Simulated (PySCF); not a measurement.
Molecule: `N#CSc1ccoc1`, C5H3NOS.

Numbering as in the mapped SMILES `[N:1]#[C:2][S:3][c:4]1[cH:5][cH:6][o:7][cH:8]1`. Hydrogens are named by the atom that carries them.

Geometry PBE0-D3(BJ)/def2-SVP throughout; GIAO in PySCF, gas phase, one conformer, non-relativistic; equivalent atoms averaged; functional PBE0.

Q: How do the absolute shieldings σ depend on the basis set? (a selection of nuclei; ppm; last column core-seconds on shared hosts with different chips, so compare them loosely)

A: 
```
    basis set  functions     C6     C8     C4     C5     C2     S3     O7  H(C8)  H(C5)  core-s
       STO-3G         47  114.8  119.4  130.4  136.1  141.9  685.8  157.1  25.83  26.85     3.6
     pcSseg-0         82   34.6   42.3   70.2   72.7   66.3  571.3   14.7  25.34  26.44     8.4
        6-31G         82   59.8   66.0   84.9   91.5   89.9  609.6   45.5  24.98  26.16     7.3
       6-31G*        122   58.8   64.0   86.7   89.9   92.4  574.9   60.6  24.68  25.96      11
      cc-pVDZ        131   56.1   61.1   82.8   88.3   90.8  577.5   51.5  23.88  25.13      15
     def2-SVP        131   54.2   60.0   81.6   86.5   88.0  591.4   52.1  24.16  25.20      12
     pcSseg-1        158   35.2   41.4   68.4   70.1   71.5  519.6   24.7  23.70  24.86      24
  aug-cc-pVDZ        215   53.9   59.4   81.9   87.7   86.0  583.5   53.7  23.67  24.97      27
6-311+G(2d,p)        242   39.6   45.2   70.7   74.4   73.9  511.3   30.3  23.87  25.14      30
    def2-TZVP        272   38.3   44.2   69.8   73.2   73.3  492.1   26.8  23.84  25.08      44
      cc-pVTZ        286   40.0   45.6   71.7   74.7   75.6  543.0   30.2  23.69  24.91      48
     IGLO-III        319   32.1   37.8   64.2   67.8   67.9  512.5   22.7  23.72  24.99      49
```

Q: Which nucleus among those listed moves most, in ppm?

A: S3 (sulfide sulfur): from 492.1 ppm with def2-TZVP to 685.8 ppm with STO-3G. The smallest spread is 1.99 ppm, at H(C5). Proton shifts span only some 12 ppm, so a few tenths of a ppm matter as much there as several ppm in carbon.

Q: Taking the largest basis, IGLO-III (319 functions), as the yardstick, rank the others by their worst heavy-atom deviation.

A: pcSseg-1 7.1 ppm (158 functions), 6-311+G(2d,p) 7.6 ppm (242 functions), def2-TZVP 20.4 ppm (272 functions), cc-pVTZ 30.5 ppm (286 functions), pcSseg-0 58.8 ppm (82 functions), 6-31G* 62.4 ppm (122 functions), cc-pVDZ 65.0 ppm (131 functions), aug-cc-pVDZ 71.0 ppm (215 functions), def2-SVP 78.9 ppm (131 functions), 6-31G 97.1 ppm (82 functions), STO-3G 173.3 ppm (47 functions).

A small basis that lands close on one nucleus may do so by chance; judge by the trend and by all nuclei.
